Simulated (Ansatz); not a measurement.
```yaml
crystal:
  periodic: [false, false, false]
  atoms:
    - {symbol: C, position_ang: [0.564464, 0.936624, 1.104368]}
    - {symbol: C, position_ang: [0.400731, -0.297510, 0.381627]}
    - {symbol: Al, position_ang: [-1.015190, -1.411597, -0.071412]}
    - {symbol: C, position_ang: [0.176926, -0.225243, -1.236175]}
    - {symbol: F, position_ang: [0.086383, 0.884498, -1.830861]}
    - {symbol: H, position_ang: [0.657142, 0.723769, 1.978584]}
    - {symbol: H, position_ang: [0.740932, 1.710799, 0.785663]}
    - {symbol: H, position_ang: [-2.351227, -2.077176, 0.366076]}
    - {symbol: H, position_ang: [0.785864, -0.872556, -1.745684]}
basis:
  gaussian: {orbitals: def2-TZVP}
total_charge: -1
magnetization: {spin_polarized: true, initial_magnetization: 2}
hamiltonian: {xc: {name: B2PLYP}, pseudopotentials: {relativity: scalar}}
output: {forces: true}
```

```sh
$ ansatz run in.yaml --threads 2 --pin off --events-out ev --progress --plain --max-ram 4352MiB
```

(1) How does Ansatz answer? (Best estimate.)

## Answers

(1) The calculation gave: The program refused the input.
```
Error: a molecule whose nuclei and cores have a total charge of 44 cannot have a net charge of -1 together with 2 unpaired electrons
```
